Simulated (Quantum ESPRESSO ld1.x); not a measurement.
The mean radii <r> (bohr) of the occupied orbitals of an atom or ion are listed with their occupations. Calculated with ld1.x of Quantum ESPRESSO 7.5: Dirac Kohn-Sham, PBE, spin-unpolarised, spherical densities, point nucleus.

| orbital | occ. | <r> |
|---|---|---|
| 1s1/2 | 2 | 0.01686 |
| 2s1/2 | 2 | 0.07045 |
| 2p1/2 | 2 | 0.05798 |
| 2p3/2 | 4 | 0.06654 |
| 3s1/2 | 2 | 0.1829 |
| 3p1/2 | 2 | 0.1732 |
| 3p3/2 | 4 | 0.1887 |
| 3d3/2 | 4 | 0.1643 |
| 3d5/2 | 6 | 0.1691 |
| 4s1/2 | 2 | 0.3932 |
| 4p1/2 | 2 | 0.3930 |
| 4p3/2 | 4 | 0.4213 |
| 4d3/2 | 4 | 0.4187 |
| 4d5/2 | 6 | 0.4271 |
| 4f5/2 | 6 | 0.4110 |

Name the element and its charge. Open shells, if any, fill j = l - 1/2 first.

Answer. Z = 79, gold, charge +27: Au27+ in [Kr] 4d10 4f6. The 1s radius gives Z: for a bare nucleus <r> = (2 gamma + 1)/(2Z) with gamma = sqrt(1 - (Z/c)^2), 0.01667 bohr for Z = 79, and screening makes it slightly larger (0.01686 here). The occupations add up to 52, and the charge is Z minus that.
